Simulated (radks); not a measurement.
Values are calculated unless marked as measured or tabulated.
Polarisability of the cobalt ion Co+, [Ar] 3d8, at imaginary frequency. Level of theory: scalar-relativistic Kohn-Sham, LDA (Slater exchange, Perdew-Wang correlation), spin-polarised, spherical densities, finite nucleus; open shells are filled with parallel spins first; Fermi nuclear charge, rms radius 3.7875 fm (a radial shooting solver on a logarithmic mesh with Libxc functionals). Response by self-consistent Sternheimer equations with the Hartree and adiabatic LDA kernel, the relativistic mass of each level held fixed and spin-orbit coupling left out.

w (hartree),alpha1(iw) (bohr^3)
0.00266,10.57
0.0143,10.55
0.0360,10.42
0.0697,10.04
0.118,9.248
0.186,8.022
0.280,6.573
0.413,5.163
0.605,3.916
0.892,2.841
1.35,1.927
2.12,1.178
3.59,0.6061
6.94,0.2313
17.5,0.05006

Static values: alpha1 = 10.58 bohr^3 (1.567 angstrom^3; uncoupled 14.22). C6 = 37.94, triple-dipole C9 = 255.3 atomic units. One-pole (London) frequency 4 C6 / (3 alpha1^2) = 0.452 hartree, against 0.427 for minus the highest occupied eigenvalue.
